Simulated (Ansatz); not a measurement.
The cluster AgAu₂⁻ was relaxed with PBE0-D4 (def2-TZVPD) in Ansatz in these states: charge -1 quintet, charge -1 singlet, charge -1 triplet. The geometries follow in no particular order.

In the def2 sets Ag, Au take a core potential; there is no spin–orbit coupling.

A:

```xyz
3

Au    1.3583    0.5283    0.5808
Au   -0.1004   -1.5287   -0.3385
Ag   -1.2580    1.0003   -0.2422
```

B:

| atom | x (Å) | y (Å) | z (Å) |
| --- | --- | --- | --- |
| Au1 | -1.039 | -1.929 | 1.443 |
| Au2 | 1.048 | 1.927 | -1.439 |
| Ag3 | -0.009 | 0.002 | -0.004 |

C:

```xyz
3

Au    2.503    0.871   -1.017
Au   -2.500   -0.868    1.026
Ag   -0.003   -0.002   -0.009
```

**Question.** Judge from the bond lengths which geometry belongs to which state (an estimate).

**Answer.** A is the charge -1 triplet (Au2–Ag3 2.783 Å, Au1–Ag3 2.783 Å); B is the charge -1 singlet (Au2–Ag3 2.624 Å, Au1–Ag3 2.624 Å); C is the charge -1 quintet (Au2–Ag3 2.839 Å, Au1–Ag3 2.839 Å).

At PBE0-D4/def2-TZVPD the highest occupied level of the charge -1 quintet lies above zero (up to 1.15 eV). It is a level of α spin, whose loss leaves a quartet; that state wasn't run at this geometry and level. The electron is either unbound and held by the finite basis, or the level is raised by self-interaction error. At PBE0-D4/def2-TZVPD a singlet lies 1.19 eV below the charge -1 triplet. At PBE0-D4/def2-TZVPD a singlet lies 5.81 eV below the charge -1 quintet. These are the stationary points nearest to one start from a short search; other shapes may lie lower in each state.
